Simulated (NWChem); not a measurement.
System: CdNH$_{3}$; SMILES [CdH][NH2]

NWChem input:

```
start job
memory heap 200 mb stack 900 mb global 1100 mb
geometry units angstroms noautosym nocenter noautoz
  Cd    -0.001222    -0.217766     0.307048
  H     -0.002285    -1.842772     0.617530
  N     -0.000514     1.775458     0.082286
  H     -0.817643     2.193265    -0.357382
  H      0.818669     2.193141    -0.353633
end
basis spherical
  * library def2-svpd
end
ecp
  Cd library def2-ecp
end
dft
  xc pbe0
  iterations 150
end
property
  response 1 0.0
end
task dft property
```

Parts of the log:

```
             Northwest Computational Chemistry Package (NWChem) 7.3.0
             --------------------------------------------------------

                             Geometry "geometry" -> ""
                             -------------------------

 Output coordinates in angstroms (scale by  1.889725989 to convert to a.u.)

  No.       Tag          Charge          X              Y              Z
 ---- ---------------- ---------- -------------- -------------- --------------
    1 Cd                  48.0000    -0.00122200    -0.21776600     0.30704800
    2 H                    1.0000    -0.00228500    -1.84277200     0.61753000
    3 N                    7.0000    -0.00051400     1.77545800     0.08228600
    4 H                    1.0000    -0.81764300     2.19326500    -0.35738200
    5 H                    1.0000     0.81866900     2.19314100    -0.35363300

 Effective nuclear repulsion energy (a.u.)     132.1720022096

                                 NWChem DFT Module
                                 -----------------

 Summary of "ao basis" -> "ao basis" (spherical)
 ------------------------------------------------------------------------------
       Tag                 Description            Shells   Functions and Types
 ---------------- ------------------------------  ------  ---------------------
 Cd                        def2-svpd                12       34   5s4p2d1f
 H                         def2-svpd                 4        8   2s2p
 N                         def2-svpd                 8       20   4s2p2d

            General Information
            -------------------
          SCF calculation type: DFT
          Wavefunction type:  closed shell.
          No. of atoms     :     5
          No. of electrons :    30
           Alpha electrons :    15
            Beta electrons :    15
          Charge           :     0
          Spin multiplicity:     1
          Use of symmetry is: off; symmetry adaption is: off
          Maximum number of iterations: 150
          AO basis - number of functions:    78
                     number of shells:    32
          Convergence on energy requested:  1.00D-06
          Convergence on density requested:  1.00D-05
          Convergence on gradient requested:  5.00D-04

              XC Information
              --------------
                         PBE0 Method XC Functional
                     Hartree-Fock (Exact) Exchange  0.250
          PerdewBurkeErnzerhof Exchange Functional  0.750
            Perdew 1991 LDA Correlation Functional  1.000 local
           PerdewBurkeErnz. Correlation Functional  1.000 non-local

             Grid Information
             ----------------
          Grid used for XC integration:  medium
          Radial quadrature: Mura-Knowles
          Angular quadrature: Lebedev.
          Tag              B.-S. Rad. Rad. Pts. Rad. Cut. Ang. Pts.
          ---              ---------- --------- --------- ---------
          Cd                  1.55      123           9.0       590
          H                   0.35       45          11.0       434
          N                   0.65       49          11.0       434
          Grid pruning is: on
          Number of quadrature shells:   307
          Spatial weights used:  Erf1

      Superposition of Atomic Density Guess
      -------------------------------------

 Sum of atomic energies:        -247.71578978

      Non-variational initial energy
      ------------------------------

 Total energy =    -223.063515
 1-e energy   =    -492.067364
 2-e energy   =     208.760092
 HOMO         =      -0.323027
 LUMO         =       0.000569

   convergence    iter        energy       DeltaE   RMS-Dens  Diis-err
 ---------------- ----- ----------------- --------- --------- ---------
 d= 0,ls=0.0,diis     1   -224.0894705017 -2.84D+02  2.83D-02  4.24D-01
 d= 0,ls=0.0,diis     2   -223.9715389050  1.18D-01  1.56D-02  1.39D+00
 d= 0,ls=0.0,diis     3   -224.1490620141 -1.78D-01  1.73D-03  9.28D-03
 d= 0,ls=0.0,diis     4   -224.1501468467 -1.08D-03  4.19D-04  3.37D-04
 d= 0,ls=0.0,diis     5   -224.1501848492 -3.80D-05  9.79D-05  4.53D-05
  Resetting Diis
 d= 0,ls=0.0,diis     6   -224.1501891019 -4.25D-06  1.57D-05  1.40D-06
 d= 0,ls=0.0,diis     7   -224.1501892595 -1.58D-07  2.70D-06  6.67D-09

         Total DFT energy =     -224.150189259480
      One electron energy =     -493.006328253893
           Coulomb energy =      231.964071318905
    Exchange-Corr. energy =      -23.351689600456
 Nuclear repulsion energy =       60.243757275964

 Numeric. integr. density =       30.000024552234

                       DFT Final Molecular Orbital Analysis
                       ------------------------------------

 Vector   13  Occ=2.000000D+00  E=-3.546641D-01
              MO Center= -9.3D-04,  8.5D-01,  2.2D-01, r^2= 2.2D+00
   Bfn.  Coefficient  Atom+Function         Bfn.  Coefficient  Atom+Function
  ----- ------------  ---------------      ----- ------------  ---------------
     4      0.561837  1 Cd s                 48      0.334962  3 N  py
     2     -0.316628  1 Cd s                 22      0.281311  1 Cd d  2
    51     -0.195538  3 N  py                49     -0.190277  3 N  pz
    20      0.168555  1 Cd d  0              45      0.160891  3 N  s
    63     -0.146957  4 H  s                 71     -0.146944  5 H  s

 Vector   14  Occ=2.000000D+00  E=-3.134668D-01
              MO Center= -1.7D-03, -8.9D-01,  4.3D-01, r^2= 3.0D+00
   Bfn.  Coefficient  Atom+Function         Bfn.  Coefficient  Atom+Function
  ----- ------------  ---------------      ----- ------------  ---------------
    35      0.374619  2 H  s                  4      0.289716  1 Cd s
    36      0.280210  2 H  s                  2     -0.196350  1 Cd s
     7      0.195683  1 Cd py                48     -0.190869  3 N  py
    10     -0.173183  1 Cd py                45     -0.162310  3 N  s
    49      0.141312  3 N  pz                51      0.134977  3 N  py

 Vector   15  Occ=2.000000D+00  E=-2.435261D-01
              MO Center= -6.0D-04,  1.6D+00,  1.1D-01, r^2= 1.6D+00
   Bfn.  Coefficient  Atom+Function         Bfn.  Coefficient  Atom+Function
  ----- ------------  ---------------      ----- ------------  ---------------
    46      0.587262  3 N  s                 49     -0.468667  3 N  pz
    52      0.312284  3 N  pz                48     -0.270698  3 N  py
    64     -0.231401  4 H  s                 72     -0.231407  5 H  s
    51      0.213247  3 N  py                 4     -0.140933  1 Cd s
    19     -0.132198  1 Cd d -1              16     -0.127571  1 Cd py

 Vector   16  Occ=0.000000D+00  E=-1.593105D-02
              MO Center= -2.1D-04, -3.7D-01,  3.3D-01, r^2= 5.7D+00
   Bfn.  Coefficient  Atom+Function         Bfn.  Coefficient  Atom+Function
  ----- ------------  ---------------      ----- ------------  ---------------
    12      0.880133  1 Cd px                 9      0.269816  1 Cd px
     6     -0.233483  1 Cd px                64      0.162211  4 H  s
    72     -0.162311  5 H  s                 63      0.073369  4 H  s
    71     -0.073329  5 H  s                 47      0.067054  3 N  px
    40      0.046627  2 H  px                18      0.031746  1 Cd d -2

 Vector   17  Occ=0.000000D+00  E=-8.600112D-03
              MO Center=  5.6D-05, -1.0D-01, -5.5D-01, r^2= 5.6D+00
   Bfn.  Coefficient  Atom+Function         Bfn.  Coefficient  Atom+Function
  ----- ------------  ---------------      ----- ------------  ---------------
    14     -0.746212  1 Cd pz                 5      0.726115  1 Cd s
    13      0.324180  1 Cd py                36     -0.298874  2 H  s
    46      0.262572  3 N  s                 64     -0.231221  4 H  s
    72     -0.231024  5 H  s                 11     -0.199624  1 Cd pz
    16     -0.199111  1 Cd py                 8      0.162787  1 Cd pz

 Vector   18  Occ=0.000000D+00  E= 1.175499D-03
              MO Center= -3.2D-03,  1.4D-01,  1.0D+00, r^2= 5.8D+00
   Bfn.  Coefficient  Atom+Function         Bfn.  Coefficient  Atom+Function
  ----- ------------  ---------------      ----- ------------  ---------------
     5      0.881714  1 Cd s                 46     -0.793513  3 N  s
    13      0.644854  1 Cd py                14      0.510678  1 Cd pz
    64      0.234832  4 H  s                 72      0.234947  5 H  s
    36     -0.221688  2 H  s                 44     -0.218684  3 N  s
    22     -0.179223  1 Cd d  2              11      0.174061  1 Cd pz

     Multipole analysis of the density
     ---------------------------------

     L   x y z        total         alpha         beta         nuclear
     -   - - -        -----         -----         ----         -------
     0   0 0 0     -0.000000    -15.000000    -15.000000     30.000000

     1   1 0 0      0.000885      0.028124      0.028124     -0.055363
     1   0 1 0     -0.057089    -10.059701    -10.059701     20.062314
     1   0 0 1     -0.349142     -6.432849     -6.432849     12.516557

     2   2 0 0    -18.960222    -11.870574    -11.870574      4.780926
     2   1 1 0      0.002062     -0.008421     -0.008421      0.018904
     2   1 0 1      0.005876      0.014560      0.014560     -0.023244
     2   0 2 0    -24.833200    -76.749834    -76.749834    128.666468
     2   0 1 1     -1.250916      4.752551      4.752551    -10.756019
     2   0 0 2    -21.377208    -15.272222    -15.272222      9.167236

 *** CALLING NEW AORESP DRIVER FOR CLOSED AND OPEN SHELLS ***
 Entering AOResponse driver routine

--------------------------------------------------------------------------------

          -----------------------------------------------
          Solving response equations for perturbing field
          -----------------------------------------------

 number of frequencies:     1
 frequency in a.u.:  0.0000000E+00
 Perturbing field: electric
 Using El. Dipole Length Gauge

 Setting up CPKS with frequency omega =      0.00000000 a.u.

 STATIC response

                                NWChem CPHF Module
                                ------------------

  scftype          =     RHF
  nclosed          =       15
  nopen            =        0
  variables        =      945
  # of vectors     =        3
  tolerance        = 0.10D-03
  level shift      = 0.00D+00
  max iterations   =       50
  max subspace     =       30

 SCF residual:    1.5181726087694423E-004

Iterative solution of linear equations
  No. of variables      945
  No. of equations        3
  Maximum subspace       30
        Iterations       50
       Convergence  1.0D-04

   iter   nsub   residual    time
   ----  ------  --------  ---------
     1      3    3.74D+00       8.6
     2      6    2.62D+00      11.0
     3      9    5.46D-01      13.6
     4     12    8.73D-02      17.3
     5     15    1.28D-02      21.0
     6     18    4.72D-03      24.6
     7     21    2.80D-04      28.3
     8     24    7.52D-05      32.0

 Electric Dipole Response Matrix (nonzero elements):

              1        2        3
    1   34.9004   0.0066  -0.0028
    2    0.0066  55.3793  -1.7858
    3   -0.0028  -1.7858  35.9780

 ------------------------------------------
 average:        42.08589 + I       0.00000

 DFT Linear Response polarizability / au
 Frequency  =       0.0000000 / au
              X              Y              Z
 -----------------------------------------------
 X      34.9003701      0.0066105     -0.0027892
 Y       0.0066105     55.3792946     -1.7857597
 Z      -0.0027892     -1.7857723     35.9779915
 -----------------------------------------------
 Eigenvalues =      34.9003626     55.5422947     35.8149989
 Isotropic   =      42.0858854
 Anisotropic =      20.2001499
 -----------------------------------------------

 Magnetic Dipole Response Matrix (nonzero elements):

 Exiting AOResponse driver routine
```

Level: PBE0/def2-SVPD with def2 effective core potentials on Cd. The geometry was optimised at PBE0/def2-SVP. No frequency run checked for a minimum. def2 effective core potentials on Cd; no spin-orbit coupling.
